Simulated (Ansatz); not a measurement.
SbF5, SMILES [F][Sb]([F])([F])([F])[F].

Geometry: B3LYP-D3(BJ)/def2-SVP. The isomer is the one that the SMILES or the coordinates give; other isomers of the formula were not compared. The def2 effective core potentials stand for the cores of Sb; spin–orbit coupling is left out.

Two levels are set side by side: PBE/def2-SVPD (Ansatz, an electronic-structure program) and CAM-B3LYP/def2-SVPD (Ansatz). Energy differences of separate SCF runs at the same geometry; the states with an electron removed or added have multiplicity 2 and 2. Differences are taken from unrounded values.

```tsv
quantity	CAM-B3LYP	PBE	PBE minus CAM-B3LYP
vertical ionisation energy (eV)	15.42	13.74	-1.68
vertical electron affinity (eV)	2.89	2.65	-0.24
vertical singlet–triplet gap (eV)	5.92	4.58	-1.34
```
